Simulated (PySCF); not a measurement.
```xyz
3
charge 0 multiplicity 6, angstrom
Ru    0.0001   -0.4975    0.0000
S     0.0405    1.6359    0.0000
H    -1.2867   -1.5886    0.0000
```

Computed with UPBE0/[Ru def2-TZVP with ECP28, S def2-TZVP, H def2-TZVP], scalar-relativistic core potentials, density fitting, no spin–orbit coupling, PySCF.

This geometry of HRuS is a stationary point at this level.

**Question.** What is the point group?

**Answer.** Cs.

**Question.** Is it a minimum?

**Answer.** Yes: all harmonic wavenumbers are real.

**Question.** List the harmonic modes with their infrared intensities.

**Answer.** 
| symmetry | ω (cm⁻¹) | IR (km/mol) |
| --- | --- | --- |
| a' | 366 | 25.9 |
| a' | 476 | 22.5 |
| a' | 1765 | 141 |

**Question.** Give the atomic charges and bond orders.

**Answer.** 
```json
{"atom": "Ru1", "Mulliken": "0.49", "Löwdin": "0.08", "polar tensor": "0.62", "spin (Mulliken)": "3.76", "Mayer order to Ru1": "–"}
{"atom": "S2", "Mulliken": "-0.39", "Löwdin": "0.02", "polar tensor": "-0.35", "spin (Mulliken)": "1.15", "Mayer order to Ru1": "1.97"}
{"atom": "H3", "Mulliken": "-0.10", "Löwdin": "-0.10", "polar tensor": "-0.27", "spin (Mulliken)": "0.09", "Mayer order to Ru1": "0.96"}
```

Other isomers or separated fragments may lie lower. With open d or f shells other occupations or spin states may lie lower. At this level a quartet minimum of Cs symmetry lies 106 kJ/mol below this structure.
